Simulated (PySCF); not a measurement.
# Radial density of N⁺ (nitrogen, charge +1)

UHF, [He] 2s2 2p1 3s1, high-spin 3P determinant (an excited configuration). Computed with PySCF 2.14 in aug-cc-pwCVQZ, with the non-relativistic Hamiltonian (point nucleus).

```csv
r (bohr),4πr²ρ (e/bohr),4πr²(ρα − ρβ)
0.00356,0.03176,0.0001
0.00599,0.08672,0.0003
0.0101,0.2319,0.0009
0.0169,0.5959,0.0024
0.0285,1.436,0.0057
0.0479,3.100,0.0126
0.0806,5.582,0.0242
0.136,7.432,0.0442
0.228,6.023,0.1060
0.383,2.556,0.3512
0.645,2.169,0.8222
1.08,2.560,0.8080
1.82,0.8109,0.2552
3.07,0.3488,0.3281
5.16,0.1519,0.1518
8.68,0.002067,0.0021
```

The outer electron is Rydberg-like, and this basis confines it to a smaller radius and binds it less than a complete one would.
